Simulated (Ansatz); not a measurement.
`ClC[SiH]1CC1` and `FC[SiH]1CC1` differ in one atom or group.

Ansatz, PBE0-D4/def2-TZVP geometries, multiplicity 1. Each molecule was computed in one conformer, which needn't be the lowest.

| property | `ClC[SiH]1CC1` |
| --- | --- |
| HOMO energy (ωB97M-V/def2-TZVPP) / eV | -9.16 |
| HOMO–LUMO gap (PBE/def2-TZVPP) / eV | 4.98 |
| HOMO energy (B3LYP/def2-TZVPP) / eV | -6.78 |
| HOMO–LUMO gap (PBE0/def2-TZVPP) / eV | 7.09 |
| LUMO energy (ωB97M-V/def2-TZVPP) / eV | 1.91 |
| size of the dipole moment (ωB97M-V/def2-TZVPP) / D | 1.60 |

**Question.** Give the same properties after the change, and the shifts. (Best estimate.)

**Answer.** The calculation gave: 
```tsv
property	`FC[SiH]1CC1`	shift
HOMO energy (ωB97M-V/def2-TZVPP) / eV	-9.19	-0.03
HOMO–LUMO gap (PBE/def2-TZVPP) / eV	5.22	0.24
HOMO energy (B3LYP/def2-TZVPP) / eV	-6.82	-0.04
HOMO–LUMO gap (PBE0/def2-TZVPP) / eV	7.23	0.14
LUMO energy (ωB97M-V/def2-TZVPP) / eV	1.92	0.01
size of the dipole moment (ωB97M-V/def2-TZVPP) / D	1.56	-0.04
```

Dipoles are sizes alone; their direction can turn.

Positive LUMOs are unbound, so they and the gaps depend on the basis.

B3LYP here is the variant with VWN-RPA as its local correlation; programs differ in this.
